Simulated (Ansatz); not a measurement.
**A rate constant, worked out**

An elementary step of BPH₅Br, singlet (BH₂Br ([BH2][Br]) + PH₃ → BPH₄ ([BH2][PH2]) + HBr; B–Br, H–P broken or loosened, Br–H formed or tightened). The start structure is the complex of the reactants, bound by 0.82 eV, and the electronic barrier above it is 1.754 eV by CCSD(T) at an estimated basis limit (MP2 extrapolated from triple and quadruple zeta, plus CCSD(T) − MP2 in triple zeta). Program: Ansatz 0.2.0. Basis: def2-TZVPP and def2-QZVPP. Cores are frozen in the correlated methods. Filled d shells of the heavier atoms are correlated. The def2 sets are not built for correlating such inner shells, so the correlated values are less sure here. Extrapolation: Hartree–Fock as exp(−7.88 √X), correlation as X^−2.97. Harmonic wavenumbers at PBE0-D4/def2-TZVP (Ansatz 0.2.0), in cm⁻¹:

Start: 131, 214, 404, 466, 568, 659, 745, 895, 959, 1038, 1109, 1110, 1135, 2460, 2508, 2519, 2535, 2608.

Saddle: 367i, 217, 280, 428, 477, 569, 698, 747, 758, 906, 986, 1116, 1129, 1405, 2434, 2450, 2621, 2737.

Task: Work out the transition-state-theory rate constant at 400 K from these numbers alone (harmonic vibrations; rotation, path degeneracy and anharmonicity left out), and the Wigner tunnelling factor. Use 1 cm⁻¹ = 1.2398 × 10⁻⁴ eV and k_B = 8.617 × 10⁻⁵ eV/K.

Result: Zero-point energies, half the sums: start 22063/2 cm⁻¹ = 1.3677 eV; saddle, real modes only, 19958/2 cm⁻¹ = 1.2372 eV.
Barrier with zero-point energy: 1.754 + 1.2372 − 1.3677 = 1.6235 eV.
k_BT = 0.03447 eV, so the barrier is 47.10 k_BT.
Vibrational partition functions from the zero-point level, ln q = −Σ ln(1 − exp(−hν/k_BT)): start 2.534, saddle 1.979.
k = (k_BT/h) exp(ln q‡ − ln q) exp(−E0/k_BT), with log₁₀(k_BT/h in s⁻¹) = 12.92: log₁₀ k = 12.92 + (-0.555 − 47.10)/2.3026 = -7.78, so k ≈ 2 × 10^(-8) s⁻¹.
Wigner factor: 1 + (hν‡/k_BT)²/24 = 1 + (1.32)²/24 = 1.07. A change of 1 kcal/mol (0.043 eV) in the barrier would change k by a factor of 3.5 at this temperature.

The T1 diagnostic stays at or below 0.013.

Labels in which every atom is bracketed show which atoms are joined, not bond orders.

For scale, one of the runs: CCSD(T)/def2-TZVPP, 191 basis functions (an equivalent command: `ansatz run in.yaml --threads 4`). Time: 46 s of wall clock on 4 CPU threads; the host was shared. Peak host memory: 2 GiB.
